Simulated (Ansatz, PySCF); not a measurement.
Spin states of HNbO (SMILES [OH][Nb]), each relaxed with B3LYP-D3(BJ)/def2-TZVP.
State 1 (charge 0, multiplicity 5):
```
atom    x (Å)    y (Å)    z (Å)
----  -------  -------  -------
Nb    -0.9691  -0.7059  -0.8904
O      0.3378  -0.0863   0.3594
H      0.5982   0.8396   0.4607
```
State 2 (charge 0, multiplicity 3):
```xyz
3

Nb    -0.9744    -0.7875    -0.8808
O      0.2272     0.0477     0.2193
H      0.7140     0.7872     0.5912
```

| level | energy of the multiplicity-3 state less that of the multiplicity-5 state (kJ/mol) | cost |
|---|---|---|
| SVWN5/def2-TZVPP | 35.1 | ×0.4 |
| BLYP/def2-TZVPP | 28.6 | ×0.9 |
| BLYP-D3(BJ)/def2-TZVPP | 28.4 | ×0.9 |
| BLYP-D4/def2-TZVPP | 28.5 | ×0.9 |
| B97M-V/def2-TZVPP | 60.3 | ×8 |
| B3LYP/def2-TZVPP | 34.3 | ×0.5 |
| B3LYP-D3(BJ)/def2-TZVPP | 34.1 | ×0.5 |
| B3LYP-D4/def2-TZVPP | 34.1 | ×0.5 |
| CAM-B3LYP/def2-TZVPP | 29.5 | ×0.6 |
| CAM-B3LYP-D3(BJ)/def2-TZVPP | 29.4 | ×0.6 |
| CAM-B3LYP-D4/def2-TZVPP | 29.4 | ×0.6 |
| wB97X-V/def2-TZVPP | 27.5 | ×2 |
| wB97M-V/def2-TZVPP | 28.5 | ×2 |

The rows run from 27.5 (wB97X-V/def2-TZVPP) to 60.3 kJ/mol (B97M-V/def2-TZVPP). The dispersion term adds -0.2 in BLYP-D3(BJ), -0.2 in BLYP-D4, -0.2 in B3LYP-D3(BJ). The 7 functionals in def2-TZVPP without D3 or D4 span 32.8, from wB97X-V to B97M-V.

Singlets are restricted, other states unrestricted; no spin–orbit coupling, no relativity up to Kr; see below for the cores. The largest T1 diagnostic is 0.053.

Doubts at one or more of the structures used: a spin-contaminated determinant (SVWN5/def2-TZVPP, BLYP/def2-TZVPP, BLYP-D3(BJ)/def2-TZVPP, BLYP-D4/def2-TZVPP, B97M-V/def2-TZVPP, B3LYP/def2-TZVPP, B3LYP-D3(BJ)/def2-TZVPP, B3LYP-D4/def2-TZVPP, CAM-B3LYP/def2-TZVPP, CAM-B3LYP-D3(BJ)/def2-TZVPP, CAM-B3LYP-D4/def2-TZVPP, wB97X-V/def2-TZVPP, wB97M-V/def2-TZVPP).

Programs: Ansatz (a first-principles code); PySCF for the dispersion terms. Values without a source in brackets are computed. In def2 rows elements past Kr take small-core potentials, without spin–orbit coupling.

Costs are rough ratios of core time to PBE/def2-TZVPP (about 26 s over the structures, on one shared machine); a dash marks a level with no comparable run of its own.
